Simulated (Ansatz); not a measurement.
`[CH3][GeH]([F])[Cl]` → `[CH2]` (triplet) + `[F][GeH2][Cl]` at 400 K and 1 bar (formal loss of a carbene).

Isolated molecules relaxed with PBE0-D4/def2-TZVP in Ansatz; ΔE leaves out vibrations. CCSD(T)/CBS is the MP2 limit (def2-TZVPP, def2-QZVPP) plus CCSD(T) − MP2 in def2-TZVPP, frozen cores. This one scheme is used for every species. Triplets are unrestricted, without spin–orbit coupling. For Ge outer-core shells are correlated without core-valence functions, which leaves a few kJ/mol of doubt a bond. Scalar relativity is left out up to krypton.

```json
{"species": "`[CH3][GeH]([F])[Cl]`", "CCSD(T)/CBS energy (Eh)": "-2676.23424", "H − E (kJ/mol)": "156.0", "S (J/(mol·K))": "364.5"}
{"species": "`[CH2]` (triplet)", "CCSD(T)/CBS energy (Eh)": "-39.09499", "H − E (kJ/mol)": "59.0", "S (J/(mol·K))": "205.7"}
{"species": "`[F][GeH2][Cl]`", "CCSD(T)/CBS energy (Eh)": "-2636.95386", "H − E (kJ/mol)": "72.2", "S (J/(mol·K))": "315.0"}
```

H − E and S are ideal-gas, rigid-rotor, harmonic terms from PBE0-D4/def2-TZVP, for one conformer and one mirror image of each species, with the whole ground term of open shells counted as degenerate. 1 Eh = 2625.50 kJ/mol, R = 8.31446 J/(mol·K).

Task: By hand: ΔE, ΔH, ΔS and ΔG.

Result: ΔE = (-39.09499) + (-2636.95386) − (-2676.23424) = 0.18539 Eh = 486.7 kJ/mol. Δ(H − E) = 59.0 + 72.2 − 156.0 = -24.8, so ΔH = 461.9 kJ/mol. ΔS = 205.7 + 315.0 − 364.5 = 156.2 J/(mol·K). ΔG = 461.9 − 400 × (156.2)/1000 = 399.4 kJ/mol.

Task: By hand: the equilibrium constant, and the temperature at which ΔG would vanish if ΔH and ΔS stayed fixed.

Result: log₁₀ K = −ΔG/(RT ln 10) = -52.2. ΔG = 0 at ΔH/ΔS = 2957 K, far beyond where these terms or the molecules hold.

The number of gas molecules changes by +1, which sets the sign of ΔS. A doubt of 5 kJ/mol in ΔE shifts log₁₀ K by 0.7 here. Other conformers and mirror images would add mixing entropy, several J/(mol·K) or more a flexible species. A triplet takes part, so the spin changes. These are equilibria of isolated gas molecules and say nothing of rates. Largest T1 diagnostic: 0.011 (customary marks: 0.02 for closed shells, 0.045 for open ones).
